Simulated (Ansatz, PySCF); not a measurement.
The pair A = HCl (SMILES Cl) (first 2 atoms), B = C2H4 (SMILES C=C); geometry from B3LYP-D3(BJ)/def2-TZVP.
(charge 0, multiplicity 1):
```xyz
8

Cl    -0.4474     0.0166     0.2572
H     -0.3098     0.0320     1.5433
C      0.3728     0.5638     3.7907
C     -0.4859    -0.4425     3.9008
H      1.4366     0.3941     3.6761
H      0.0459     1.5963     3.8149
H     -1.5492    -0.2727     4.0195
H     -0.1585    -1.4749     3.8806
```

Frozen-core correlation. CBS: X⁻³ extrapolation of the correlation energy, Hartree–Fock from the larger set. MP2 and its Hartree–Fock in aug-cc-pV(T+d)Z are density fitted.

Run with Ansatz (Gaussian orbitals); PySCF for the dispersion terms. Each number belongs to the level named beside it.

The monomers are drawn apart, rigid, along the line of their centres of mass. Counterpoise-corrected interaction energies (kcal/mol):

```
level                                                                 R = 4.538 Å  R = 5.501 Å
--------------------------------------------------------------------  -----------  -----------
PBE/def2-TZVPPD                                                           -1.4169      -0.5091
PBE-D3(BJ)/def2-TZVPPD                                                    -1.8317      -0.6488
wB97M-V/def2-TZVPPD                                                       -1.5536      -0.5961
MP2/CBS(aug-cc-pV(D+d)Z, aug-cc-pV(T+d)Z) + ΔCCSD(T)/aug-cc-pV(D+d)Z      -1.5312      -0.5782
```

### Question
R is the distance of the centres of mass. Find the local exponent m of E ∝ R⁻ᵐ between the two points.

### Answer

m = ln(E₁/E₂)/ln(R₂/R₁): PBE/def2-TZVPPD 5.3; PBE-D3(BJ)/def2-TZVPPD 5.4; wB97M-V/def2-TZVPPD 5.0; MP2/CBS(aug-cc-pV(D+d)Z, aug-cc-pV(T+d)Z) + ΔCCSD(T)/aug-cc-pV(D+d)Z 5.1. For scale, two fixed dipoles give m = 3, dipole and quadrupole 4, quadrupoles 5, and dispersion or dipole-induced dipole 6 at long range; at these distances several terms mix, and what is left of overlap and damping shifts m, so it need not match one of them.

Ansatz is a first-principles code.
